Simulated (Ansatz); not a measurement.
```xyz
2

Fe    0.0000    0.0000    0.0000
Fe    0.0000    0.0000    3.0300
```

Basis set: pcseg-2. Charge 0. Computed with Ansatz (development build ahead of 0.2.0); the lowest solution found for each multiplicity.

Q: How do the multiplicities compare at this shape? Give, from the lowest of each method, PBE0 (unrestricted) for 7, 9; PBE (unrestricted) for 7, 9.

A:

```
            method  multiplicity  E (eV)   <S²>
PBE0, unrestricted             7   0.331  12.39
PBE0, unrestricted             9   0.000  20.10
 PBE, unrestricted             7   0.489  12.47
 PBE, unrestricted             9   0.000  20.04
```

Caution: the unrestricted determinant is spin contaminated.
